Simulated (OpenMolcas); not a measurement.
5d⁶ along the 74-electron sequence

* Program: OpenMolcas 26.06
* Method: MS-CASPT2, IPEA 0.25 Eh, imaginary shift 0.1 Eh
* Basis: ANO-RCC-VTZP
* Scalar Hamiltonian: DKH2, point nucleus
* Spin-orbit coupling: state interaction with AMFI integrals over the reference wave functions, term energies averaged over their components

Active space for each ion: 6 electrons in 5 orbitals (5d); closed shells correlated by CASPT2: 5s 5p.

Computed levels in cm-1 above ⁵D₄:

| Level | Os2+ | Ir3+ | Au5+ |
| --- | --- | --- | --- |
| ⁵D₃ | 4540 | 6060 | 9950 |
| ⁵D₁ | 7050 | 9060 | 13840 |
| ⁵D₀ | 7390 | 9340 | 13520 |
| ³H₅ | 17170 | 30100 | 40980 |
| ³H₆ | 17540 | 20070 | 25590 |
| ³F₂(1) | 20610 | 23720 | 30600 |
| ¹S₀(1) | 22840 | 27200 | 36550 |
| ³D₁ | 24430 | 28530 | 37550 |
| ³G₅ | 25350 | 19590 | 24960 |
| weight of ⁵D in the lowest level (%) | 87 | 83 | 75 |

Mixed levels, with the weight of the term that names them: Os2+ ³H₅ (50 %), Os2+ ¹S₀(1) (60 %), Os2+ ³D₁ (70 %), Os2+ ³G₅ (50 %), Ir3+ ³H₅ (51 %), Ir3+ ³F₂(1) (71 %), Ir3+ ¹S₀(1) (60 %), Ir3+ ³D₁ (72 %), Ir3+ ³G₅ (51 %), Au5+ ⁵D₄ (75 %), Au5+ ⁵D₀ (68 %), Au5+ ³H₅ (53 %), Au5+ ³F₂(1) (58 %), Au5+ ¹S₀(1) (59 %), Au5+ ³D₁ (70 %), Au5+ ³G₅ (53 %).

The fine-structure level ⁵D₀ changes by a factor of 1.83 from Os2+ to Au5+. Its fourth root runs 9.27, 9.83, 10.78, with steps per unit of Z of 0.56, 0.48; equal steps would mean a (Z - σ)^4 law with constant σ.

³H₅ changes by a factor of 2.39 over the same range, with steps per unit of Z of +12900, +5440 cm-1.

Term energies are means over components that CASPT2 splits; among the terms shown or strongly mixed into the levels shown the widest spread is 1600 cm-1 (5d⁶ ¹I, Au5+). Terms from blocks run as CI alone lack orbitals of their own. Configurations with an s electron lie low in 5d ions of this charge, fall among these levels and mix in, so low-spin terms can stand far too high, up to twice their true height, and weights are not those of the real levels (holds for Os2+). The CASPT2 spread within a term exceeds the gap to the next term for 5d⁶ ³D and 5d⁶ ¹I, so the order of their levels is uncertain (holds for Au5+). Only configurations of the active space appear.

A number in round brackets counts repeated terms of one configuration in the order of the reference energies.
